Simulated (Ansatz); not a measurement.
A nudged elastic band was laid between two geometries of CH5FSSi (9 atoms, charge 0, multiplicity 1).

The calculation used RKS PBE/6-31G* (Ansatz 0.2.0).

| Quantity | Value |
| --- | --- |
| movable images | 7 |
| climbing image | yes |
| spring | 5.0 eV/Å² |
| optimiser | quadratic models (default) |
| start path | through a guess of the saddle point |
| force threshold | 0.03 eV/Å |
| iteration limit | 60 |
| end points | relaxed |

Image 0:

```xyz
9
Properties=species:S:1:pos:R:3
F -1.675 0.928 0.195
C -0.404 1.383 0.513
S 0.655 0.053 1.214
Si 0.489 -1.348 -0.426
H 0.058 1.792 -0.402
H -0.478 2.163 1.291
H 1.621 -2.313 -0.253
H -0.805 -2.101 -0.427
H 0.627 -0.603 -1.722
```

Image 8:

```xyz
9
Properties=species:S:1:pos:R:3
F -0.782 1.641 -0.678
C -0.214 1.407 0.566
S -0.600 -0.274 1.201
Si 0.209 -1.412 -0.452
H 0.879 1.536 0.480
H -0.631 2.120 1.299
H 1.521 -0.807 -0.861
H 0.409 -2.802 0.066
H -0.702 -1.456 -1.639
```

What changes between the two ends?

No bond is made or broken. The dihedral C2–S3–Si4–H9 goes from 44 to -79°. The two ends are copies of one structure, up to a mirror image or an exchange of like atoms.

Give the energies along the band, and the barrier.

The run converged. The highest image is number 3 of 0 to 8, 0.075 eV above the ends, which have the same energy within 2 meV. A vibrational analysis at the climbing image gives one clearly imaginary mode, 107i cm⁻¹: a first-order saddle point.

```json
{"image": "0", "path coordinate (Å)": "0.00", "energy (eV)": "0.000", "dihedral C2–S3–Si4–H9 (°)": "44"}
{"image": "1", "path coordinate (Å)": "0.58", "energy (eV)": "0.021", "dihedral C2–S3–Si4–H9 (°)": "24"}
{"image": "2", "path coordinate (Å)": "1.16", "energy (eV)": "0.059", "dihedral C2–S3–Si4–H9 (°)": "4"}
{"image": "3", "path coordinate (Å)": "1.74", "energy (eV)": "0.075", "dihedral C2–S3–Si4–H9 (°)": "-16"}
{"image": "4", "path coordinate (Å)": "2.18", "energy (eV)": "0.069", "dihedral C2–S3–Si4–H9 (°)": "-30"}
{"image": "5", "path coordinate (Å)": "2.61", "energy (eV)": "0.055", "dihedral C2–S3–Si4–H9 (°)": "-43"}
{"image": "6", "path coordinate (Å)": "3.04", "energy (eV)": "0.034", "dihedral C2–S3–Si4–H9 (°)": "-56"}
{"image": "7", "path coordinate (Å)": "3.47", "energy (eV)": "0.011", "dihedral C2–S3–Si4–H9 (°)": "-68"}
{"image": "8", "path coordinate (Å)": "3.91", "energy (eV)": "0.000", "dihedral C2–S3–Si4–H9 (°)": "-79"}
```

What is the geometry of the highest image?


```xyz
9
Properties=species:S:1:pos:R:3
F -1.509 1.413 -0.245
C -0.342 1.425 0.495
S -0.032 -0.180 1.337
Si 0.408 -1.424 -0.385
H 0.498 1.688 -0.170
H -0.428 2.170 1.305
H 1.876 -1.708 -0.510
H -0.321 -2.721 -0.229
H -0.061 -0.709 -1.614
```

What are the harmonic wavenumbers there?

107i, 89, 185, 364, 487, 594, 604, 688, 875, 900, 923, 951, 1044, 1219, 1330, 1468, 2180, 2202, 2216, 2993, 3053 cm⁻¹.

The band took 19 iterations and of the order of 6 core-minutes.

Time of the run: 5.7 min on 1 thread of Arm Neoverse V1 (shared host), peak memory 0.26 GiB.
